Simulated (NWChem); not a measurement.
System: C2H3F3Si; SMILES F[Si](F)(C=C)F

```xyz
9

C     -0.0944     2.4306     0.0005
C      0.7145     1.3641    -0.0050
Si     0.0410    -0.3368    -0.0005
F      0.4715    -1.1767    -1.2970
F      0.5304    -1.1916     1.2650
F     -1.5625    -0.2952     0.0351
H     -1.1845     2.3266     0.0088
H      0.2979     3.4532    -0.0025
H      1.8007     1.5140    -0.0121
```
Atoms are numbered in this order, from 1.

Program: NWChem. Pople sets run with spherical d functions. Coordinates come from a PBE0/def2-SVP optimisation. Atomic charges in e: unrestrained fits to the electrostatic potential beside Mulliken populations; buried atoms are poorly determined by the fit.

For level B3LYP/def2-SVP:

```
Quantity      Value
------------  -----
Mulliken C1    0.00
Mulliken C2   -0.26
ESP Si3        1.20
Mulliken Si3   1.08
Mulliken F4   -0.32
Mulliken F5   -0.32
```

How do the values read with level Hartree-Fock/6-31G* instead?


| Property | Value |
|---|---|
| Mulliken C1 | -0.34 |
| Mulliken C2 | -0.47 |
| ESP Si3 | 1.37 |
| Mulliken Si3 | 1.73 |
| Mulliken F4 | -0.52 |
| Mulliken F5 | -0.52 |
